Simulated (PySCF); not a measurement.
Computed shifts of a molecule C3H5ClOSi, PBE0/pcSseg-1 (PySCF), GIAO, gas phase, equivalent atoms averaged, in ppm (number of nuclei): ²⁹Si: 33.1 (1). ¹³C: 160.0 (1), 110.4 (1), 21.3 (1). ¹H: 6.96 (1), 6.01 (1), 5.64 (1), 2.04 (1), 1.93 (1). References: ³⁵Cl against HCl (σ = 945.9 ppm); ²⁹Si against TMS (σ = 352.7 ppm); ¹³C against TMS (σ = 186.3 ppm); ¹⁷O against H2O (σ = 334.2 ppm); ¹H against TMS (σ = 31.56 ppm), references at their B3LYP-D3(BJ)/def2-TZVP geometries, non-relativistic (without spin–orbit terms, shifts of atoms bonded to Cl or Br come out too high). Geometry optimised at B3LYP-D3(BJ)/def2-SVP. The values are those of a single conformer.

Pick the molecule that these values belong to.
A) C#C[Si@@](C)(O)Cl
B) Cl[Si@@H]1C=COC1
C) Cl[Si@@H]1CC=CO1
D) Cl[SiH2]C1=COC1

C, Cl[Si@@H]1CC=CO1
